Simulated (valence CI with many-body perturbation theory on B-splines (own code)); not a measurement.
E1 transitions of Pr LV

Computed by valence CI with perturbative core correlation (CI+MBPT): three valence electrons over a frozen Dirac-Fock core [He], radial functions for each j: 11 s, 11 p, 9 d, 7 f, 5 g, 2 h, 1 i, with the one-electron correlation potential Σ1, the two-electron term Σ2, the three-electron term Σ3, Breit, model QED; selected CI, second order for the rest (own B-spline code, finite nucleus).

No measured spectrum was set against this ion. As an estimate, large intervals hold to a few tenths of a per cent, small ones and those within an open d or f shell to about a per cent.

Lines 1 to 50 of 284 in falling wavelength, among levels below 552.84 Ry, chosen from the strongest by gf and those to the six lowest levels. Wavelengths and rates use the calculated energies. Electric multipoles are in the length gauge, E1 and E2 with the static RPA response of the core. Weak lines are less certain than strong ones. Lines between different terms over intervals too small for the method are left out, as are lines whose strength nearly cancels. The highest levels of a list are the least certain.

Levels are named by their leading jj configuration (3d3/2^4 stands for four electrons in 3d with j = 3/2), which in mixed levels can hold well under half, so a name can repeat and another be missing. Letters in brackets count levels of one name in rising energy.

```tsv
λ vac (nm)	Upper	Lower	A (s⁻¹)	S (a.u.) with core polarisation	S without
14.56	(2s 2p3/2 3d5/2) J=9/2	(2s 2p3/2 3p3/2) J=7/2	8.22e+09	1.25e-01	1.25e-01
14.43	(2p1/2 2p3/2 3d5/2) J=9/2	(2p1/2 2p3/2 3p3/2) J=7/2	9.67e+09	1.43e-01	1.44e-01
14.39	(2s 2p3/2 3d5/2) J=7/2 [b]	(2s 2p3/2 3p3/2) J=5/2 [b]	6.77e+09	7.96e-02	7.96e-02
14.30	(2p1/2 2p3/2 3d5/2) J=7/2 [a]	(2p1/2 2p3/2 3p3/2) J=5/2 [a]	9.00e+09	1.04e-01	1.04e-01
14.26	(2s 2p1/2 3d5/2) J=7/2	(2s 2p1/2 3p3/2) J=5/2	9.07e+09	1.04e-01	1.04e-01
14.24	(2p1/2 2p3/2 3d5/2) J=7/2 [b]	(2p1/2 2p3/2 3p3/2) J=5/2 [b]	8.22e+09	9.38e-02	9.38e-02
14.01	(2p1/2^2 3d5/2) J=5/2	(2p1/2^2 3p3/2) J=3/2	1.04e+10	8.51e-02	8.51e-02
13.96	(2s^2 3d5/2) J=5/2	(2s^2 3p3/2) J=3/2	7.75e+09	6.24e-02	6.24e-02
13.77	(2s 2p1/2 3d5/2) J=5/2 [a]	(2s 2p1/2 3p3/2) J=3/2 [a]	9.25e+09	7.15e-02	7.15e-02
13.22	(2p1/2 2p3/2 3d5/2) J=5/2 [a]	(2p1/2 2p3/2 3p3/2) J=3/2 [a]	8.17e+09	5.59e-02	5.60e-02
13.07	(2s 2p1/2 3d5/2) J=5/2 [b]	(2s 2p1/2 3p3/2) J=3/2 [b]	9.91e+09	6.54e-02	6.54e-02
9.494	(2s 2p1/2 2p3/2) J=3/2 [a]	(2s^2 2p3/2) J=3/2	5.19e+08	8.76e-04	8.78e-04
8.824	(2p1/2 2p3/2 3p3/2) J=7/2	(2s 2p3/2 3p3/2) J=5/2 [b]	1.66e+10	4.50e-02	4.51e-02
7.512	(2s 2p1/2 2p3/2) J=5/2	(2s^2 2p3/2) J=3/2	5.10e+09	6.40e-03	6.41e-03
6.935	(2p1/2^2 3d3/2) J=3/2	(2s 2p1/2 3d3/2) J=1/2	4.27e+10	2.81e-02	2.81e-02
6.793	(2p1/2 2p3/2 3d3/2) J=5/2 [b]	(2p1/2 2p3/2 3p1/2) J=3/2 [b]	3.75e+10	3.48e-02	3.48e-02
6.653	(2p1/2^2 3p3/2) J=3/2	(2s 2p1/2 3p3/2) J=1/2	8.53e+10	4.96e-02	4.96e-02
6.621	(2s 2p1/2^2) J=1/2	(2s^2 2p1/2) J=1/2	1.26e+10	3.62e-03	3.63e-03
6.608	(2p1/2 2p3/2 3p3/2) J=7/2	(2s 2p3/2 3p3/2) J=5/2 [a]	4.39e+10	5.00e-02	5.01e-02
6.607	(2p1/2 2p3/2 3p3/2) J=3/2 [a]	(2p1/2 2p3/2 3s) J=3/2 [c]	5.82e+10	3.32e-02	3.32e-02
6.606	(2p1/2 2p3/2 3d3/2) J=3/2 [b]	(2p1/2 2p3/2 3p1/2) J=3/2 [b]	5.06e+10	2.88e-02	2.88e-02
6.368	(2p1/2 2p3/2 3p3/2) J=5/2 [a]	(2p1/2 2p3/2 3s) J=3/2 [b]	4.08e+10	3.12e-02	3.12e-02
6.319	(2p1/2 2p3/2 3d3/2) J=7/2	(2p1/2 2p3/2 3p1/2) J=5/2	5.85e+10	5.83e-02	5.83e-02
6.227	(2p1/2^2 2p3/2) J=3/2	(2s 2p1/2 2p3/2) J=1/2	9.61e+09	4.58e-03	4.59e-03
6.198	(2s 2p3/2 3d3/2) J=7/2	(2s 2p3/2 3p1/2) J=5/2	7.97e+10	7.49e-02	7.49e-02
6.147	(2s 2p1/2 3d3/2) J=3/2 [a]	(2s 2p1/2 3p1/2) J=1/2 [a]	8.57e+10	3.93e-02	3.93e-02
6.145	(2s 2p3/2 3d3/2) J=5/2 [b]	(2s 2p3/2 3p1/2) J=3/2 [b]	9.65e+10	6.63e-02	6.63e-02
6.096	(2s 2p1/2 3d3/2) J=5/2	(2s 2p1/2 3p1/2) J=3/2	8.10e+10	5.43e-02	5.43e-02
6.082	(2s 2p1/2 3p3/2) J=3/2 [b]	(2s 2p1/2 3s) J=1/2 [b]	7.72e+10	3.43e-02	3.43e-02
6.075	(2p1/2 2p3/2 3p1/2) J=5/2	(2s 2p3/2 3p1/2) J=5/2	5.13e+10	3.40e-02	3.41e-02
6.070	(2s^2 3d3/2) J=3/2	(2s^2 3p1/2) J=1/2	9.31e+10	4.11e-02	4.11e-02
6.038	(2p1/2 2p3/2 3d3/2) J=5/2 [a]	(2p1/2 2p3/2 3p1/2) J=3/2 [a]	4.77e+10	3.11e-02	3.11e-02
6.004	(2s 2p3/2 3d3/2) J=3/2 [a]	(2s 2p3/2 3p1/2) J=3/2 [a]	7.62e+10	3.25e-02	3.26e-02
5.957	(2s 2p3/2 3d3/2) J=1/2 [a]	(2s 2p3/2 3p1/2) J=3/2 [a]	1.20e+11	2.51e-02	2.51e-02
5.942	(2p1/2 2p3/2 3p3/2) J=5/2 [b]	(2s 2p3/2 3p3/2) J=5/2 [a]	5.65e+10	3.51e-02	3.52e-02
5.927	(2s 2p3/2 3p3/2) J=5/2 [b]	(2s 2p3/2 3s) J=3/2 [b]	1.55e+11	9.55e-02	9.56e-02
5.881	(2s 2p3/2 3p3/2) J=7/2	(2s 2p3/2 3s) J=5/2	1.57e+11	1.26e-01	1.26e-01
5.841	(2p1/2 2p3/2 3p3/2) J=5/2 [a]	(2p1/2 2p3/2 3s) J=3/2 [a]	1.00e+11	5.90e-02	5.90e-02
5.773	(2p1/2 2p3/2 3s) J=3/2 [c]	(2s 2p3/2 3s) J=3/2 [a]	8.09e+10	3.07e-02	3.07e-02
5.752	(2p1/2 2p3/2 3p3/2) J=5/2 [b]	(2p1/2 2p3/2 3s) J=3/2 [c]	6.83e+10	3.85e-02	3.85e-02
5.727	(2p1/2 2p3/2 3p3/2) J=7/2	(2p1/2 2p3/2 3s) J=5/2	7.71e+10	5.72e-02	5.72e-02
5.645	(2s 2p1/2 3p3/2) J=3/2 [a]	(2s 2p1/2 3s) J=1/2 [a]	1.65e+11	5.87e-02	5.87e-02
5.642	(2s 2p1/2 2p3/2) J=1/2	(2s^2 2p3/2) J=3/2	1.07e+10	1.89e-03	1.89e-03
5.618	(2s 2p1/2 2p3/2) J=3/2 [b]	(2s^2 2p3/2) J=3/2	7.43e+09	2.60e-03	2.61e-03
5.604	(2s 2p1/2 3p3/2) J=1/2	(2s 2p1/2 3s) J=1/2 [b]	1.42e+11	2.46e-02	2.46e-02
5.593	(2s 2p3/2 3p3/2) J=5/2 [a]	(2s 2p3/2 3s) J=3/2 [a]	7.26e+10	3.76e-02	3.76e-02
5.578	(2s^2 3p3/2) J=3/2	(2s^2 3s) J=1/2	1.86e+11	6.36e-02	6.37e-02
5.575	(2s 2p3/2 3p3/2) J=3/2	(2s 2p3/2 3s) J=3/2 [b]	7.95e+10	2.72e-02	2.72e-02
5.555	(2p1/2 2p3/2 3p3/2) J=3/2 [b]	(2p1/2 2p3/2 3s) J=3/2 [b]	6.62e+10	2.24e-02	2.24e-02
5.522	(2s 2p1/2 3p3/2) J=5/2	(2s 2p1/2 3s) J=3/2	1.61e+11	8.03e-02	8.03e-02
```
